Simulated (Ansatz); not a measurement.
`C[SiH2][Al]([F])[Cl]` + `C=C(F)SC` → `[F][Al]([SiH3])[Cl]` + `C/C=C(\F)SC`  (formal exchange of groups at the Si–C bond)

Program: Ansatz. Geometries: PBE0-D4/def2-TZVP. ΔE: electronic, gas phase. CCSD(T)/CBS is the MP2 limit (def2-TZVPP, def2-QZVPP) plus CCSD(T) − MP2 in def2-TZVPP, frozen cores. Functionals use def2-TZVPP. B3LYP here is the variant with VWN-RPA as its local correlation; programs differ in this. Each species was taken in one conformer, which may not be the lowest.

Question: Is it downhill or uphill in electronic energy at CCSD(T)/CBS, and by how much? (An estimate is asked.)

Answer: The calculation gave: Uphill: ΔE = +6.4 kcal/mol.

Question: What do these levels give: PBE0-D4, B3LYP-D4, B2PLYP, r2SCAN, HF/def2-TZVPP, CCSD/CBS(def2)? (Estimate.)

Answer: Computed: PBE0-D4 6.3, B3LYP-D4 6.4, B2PLYP 6.4, r2SCAN 6.8, HF/def2-TZVPP 5.6, CCSD/CBS(def2) 6.4 kcal/mol.

Largest T1 diagnostic among the species: 0.012.
